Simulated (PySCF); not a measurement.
H4FNOSi, SMILES N[SiH](O)F, CAM-B3LYP/def2-SVP optimised geometry.

```
8

Si    -0.60    -0.73     0.00
N     -1.30    -1.45    -1.36
O     -1.03     0.86     0.00
F      1.03    -0.73     0.00
H     -0.98    -1.48     1.21
H     -1.52    -2.43    -1.41
H     -1.37    -0.98    -2.26
H     -0.40     1.48     0.39
```

Density from CAM-B3LYP/def2-TZVP (PySCF) at that geometry.

Minimum of the electron density along straight lines between bonded atoms, close to the bond critical point (lines longer than 1.1 times the sum of covalent radii, or with two minima, are not listed):

| bond | length / Å | ρ at the minimum / e bohr⁻³ | ∇²ρ there / e bohr⁻⁵ | position (fraction from the first atom) |
|---|---|---|---|---|
| Si1–N2 | 1.692 | 0.143 | 0.61 | 0.41 |
| Si1–O3 | 1.647 | 0.140 | 0.79 | 0.41 |
| Si1–F4 | 1.627 | 0.130 | 0.86 | 0.42 |
| Si1–H5 | 1.477 | 0.129 | 0.12 | 0.49 |
| N2–H6 | 1.012 | 0.331 | -1.63 | 0.74 |
| N2–H7 | 1.013 | 0.331 | -1.64 | 0.74 |
| O3–H8 | 0.963 | 0.352 | -2.39 | 0.81 |
